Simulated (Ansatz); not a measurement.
`C/C=C/S` and `B/C=C/C` differ in one atom or group.

Ansatz, PBE0-D4/def2-TZVP geometries, multiplicity 1. Each molecule was computed in one conformer, which needn't be the lowest.

| property | `C/C=C/S` |
| --- | --- |
| size of the dipole moment (PBE/def2-TZVPP) / D | 1.23 |
| zero-point energy (PBE0-D4/def2-TZVP) / kJ/mol | 208.9 |
| HOMO energy (B3LYP/def2-TZVPP) / eV | -6.00 |
| HOMO energy (ωB97M-V/def2-TZVPP) / eV | -8.33 |
| HOMO–LUMO gap (PBE0/def2-TZVPP) / eV | 6.50 |
| HOMO–LUMO gap (B3LYP/def2-TZVPP) / eV | 6.06 |

(1) What does the change do to each property? (Best estimate.)

Answers

(1) The calculation gave: 
```csv
property,`B/C=C/C`,shift
size of the dipole moment (PBE/def2-TZVPP) / D,2.33,1.10
zero-point energy (PBE0-D4/def2-TZVP) / kJ/mol,238.8,29.9
HOMO energy (B3LYP/def2-TZVPP) / eV,-7.76,-1.76
HOMO energy (ωB97M-V/def2-TZVPP) / eV,-10.17,-1.84
HOMO–LUMO gap (PBE0/def2-TZVPP) / eV,6.20,-0.30
HOMO–LUMO gap (B3LYP/def2-TZVPP) / eV,5.77,-0.29
```

With PBE0 the HOMO falls by 1.77 eV and the LUMO falls by 2.06 eV, so the gap narrows by about 0.29 eV. PBE moves the HOMO by -1.83 eV and ωB97M-V by -1.84 eV. The zero-point energy changes by 29.9 kJ/mol with +3 modes. Dipoles are sizes alone; their direction can turn.

B3LYP here is the variant with VWN-RPA as its local correlation; programs differ in this.
